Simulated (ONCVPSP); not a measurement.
**Building the ONCV potential for hydrogen (revPBE, scalar-relativistic).**

| Property | Result |
| --- | --- |
| Element | hydrogen (H) |
| Generator | ONCVPSP 4.0.1 |
| Type | optimised norm-conserving Vanderbilt (ONCV) |
| Functional | revPBE |
| Relativity | scalar-relativistic |
| Frozen core | none |
| Valence charge | 1 |
| Reference configuration | 1s1 |
| Partial waves | 1s: rc 0.75 bohr, ncon 4, nbas 8, qcut 10.7 1/bohr, 2 projectors, debl 3.3 Ha; p scattering state at 0.11 Ha: rc 0.70 bohr, ncon 5, nbas 9, qcut 9.5 1/bohr, 3 projectors, debl 2.5 Ha |
| Local potential | polynomial inside 0.50 bohr (lpopt 5, dvloc0 0 Ha) |
| Core correction | none |

Results:

* Cutoffs needed: 27 Ha and 43 Ha (the cutoffs (Ha) at which the residual kinetic energy of the hardest occupied pseudo-wave falls to 1 and 0.1 mHa per electron)
* Ghost test: no bound ghost flagged; GHOST(+) flagged for p at 147.1 eV

Generation and tests took about 5.8 s on one core of a shared server CPU.
